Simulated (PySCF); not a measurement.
Constitutional and geometric isomers with formula C2H4S2. All species are isolated molecules in the gas phase. One relaxed conformer stands for each flexible species; it need not be the lowest. Strings in code marks are SMILES.

Quantity: vertical ionisation energy (energy after one electron is removed minus that of the parent at the parent's geometry), in eV.

Case: `S=CCS` (S–C–C–S torsion 113°, C–C–S–H torsion 76°). Geometry of `S=CCS` (neutral, multiplicity 1, Å):

```xyz
8

S      2.4009    -0.1291    -0.6303
C      0.9809    -0.3059     0.1354
C     -0.2002     0.5934    -0.0126
S     -1.5563    -0.3377    -0.8399
H      0.8206    -1.1557     0.8178
H     -0.5612     0.9653     0.9576
H      0.0293     1.4431    -0.6672
H     -1.9139    -1.0734     0.2392
```

### Question
What vertical ionisation energy (energy after one electron is removed minus that of the parent at the parent's geometry) does B3LYP/6-31G* // PBE-D3(BJ)/def2-TZVP (PySCF) give?

### Answer
8.66 eV.
